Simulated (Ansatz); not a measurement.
The lowest singlet and triplet of CH2O (SMILES [CH]O); geometries from B3LYP-D3(BJ)/def2-TZVP, each state relaxed from the structure named, with no frequency check.
Singlet (charge 0, multiplicity 1):
```xyz
4

C      0.725     0.190    -0.001
O     -0.573     0.069     0.002
H      1.159    -0.843    -0.006
H     -0.922    -0.846     0.000
```

```csv
level,"gap E(singlet) − E(triplet), vertical, at the singlet's geometry (eV)"
R-HF/cc-pVDZ,-0.669
U-HF/cc-pVTZ (spin-contaminated),-0.696
R-HF/cc-pVQZ,-0.610
R-SVWN5/def2-TZVPP,-1.398
U-SVWN5/def2-TZVPP,-1.398
U-PBE/def2-TZVPP,-1.357
R-r2SCAN/def2-TZVPP,-1.079
U-B3LYP/def2-TZVPP,-1.431
R-PBE0/def2-TZVPP,-1.231
U-BHLYP/def2-TZVPP,-1.309
R-wB97X-V/def2-TZVPP,-1.522
U-wB97X-V/def2-TZVPP,-1.522
R-wB97M-V/def2-TZVPP,-1.608
U-wB97M-V/def2-TZVPP,-1.608
R-B2PLYP/def2-TZVPP,-1.459
U-B2PLYP/def2-TZVPP,-1.444
U-MP2/cc-pVDZ (spin-contaminated),-1.273
R-MP2/cc-pVTZ,-1.457
U-MP2/cc-pVTZ (spin-contaminated),-1.264
R-MP2/cc-pVQZ,-1.466
U-MP2/cc-pVQZ (spin-contaminated),-1.262
U-SCS-MP2/cc-pVTZ (spin-contaminated),-1.430
R-SCS-MP2/cc-pVQZ,-1.677
R-CCSD/cc-pVDZ,-1.508
U-CCSD/cc-pVDZ (spin-contaminated),-1.496
R-CCSD/cc-pVTZ,-1.489
U-CCSD/cc-pVTZ (spin-contaminated),-1.474
U-CCSD/cc-pVQZ (spin-contaminated),-1.460
R-CCSD(T)/cc-pVTZ,-1.569
R-CCSD(T)/cc-pVQZ,-1.556
U-CCSD(T)/cc-pVQZ (spin-contaminated),-1.541
R-CCSDT/cc-pVDZ,-1.581
R-CCSDT(Q)/cc-pVDZ,-1.588
"SA-CASSCF(2,2)/cc-pVDZ",-1.091
"SA-CASSCF(2,2)/cc-pVQZ",-1.080
"SC-NEVPT2 on SA-CASSCF(2,2)/cc-pVDZ",-1.434
"SC-NEVPT2 on SA-CASSCF(2,2)/cc-pVTZ",-1.453
"FIC-NEVPT4(SD) on SA-CASSCF(2,2)/cc-pVTZ",-1.515
"FIC-NEVPT4(SD) on SA-CASSCF(2,2)/cc-pVQZ",-1.510
"FIC-MRCISD+Q on SA-CASSCF(2,2)/cc-pVQZ",-1.526
```

The rows run from -1.677 (R-SCS-MP2/cc-pVQZ) to -0.610 eV (R-HF/cc-pVQZ). In cc-pVQZ (spin-contaminated) the value moves U-MP2 -1.262, U-CCSD -1.460, U-CCSD(T) -1.541, a shift of -0.279 from U-MP2 to U-CCSD(T). From cc-pVDZ (spin-contaminated) to cc-pVQZ (spin-contaminated) U-MP2 changes by 0.011. The 7 U-functionals in def2-TZVPP without D3 or D4 span 0.299, from U-wB97M-V to U-BHLYP.

A positive gap puts the triplet lower; no zero-point energy. R- takes a restricted singlet. U- takes an unrestricted singlet (broken symmetry where lower, unprojected). The triplet is unrestricted in single-reference levels. Active spaces average the two states.

Frozen-core correlation.

Doubts at one or more of the structures used: a restricted determinant that unrestricted orbitals would lower (R-HF/cc-pVDZ, R-HF/cc-pVQZ, R-r2SCAN/def2-TZVPP, R-B2PLYP/def2-TZVPP, R-MP2/cc-pVTZ, R-MP2/cc-pVQZ, R-SCS-MP2/cc-pVQZ, R-CCSD/cc-pVDZ, R-CCSD/cc-pVTZ, R-CCSD(T)/cc-pVTZ, R-CCSD(T)/cc-pVQZ, R-CCSDT/cc-pVDZ, R-CCSDT(Q)/cc-pVDZ); T1 above 0.05 (U-CCSD/cc-pVDZ (spin-contaminated), U-CCSD/cc-pVTZ (spin-contaminated), U-CCSD/cc-pVQZ (spin-contaminated), U-CCSD(T)/cc-pVQZ (spin-contaminated)).

Codes used: Ansatz (an electronic-structure program) with Gaussian orbitals.
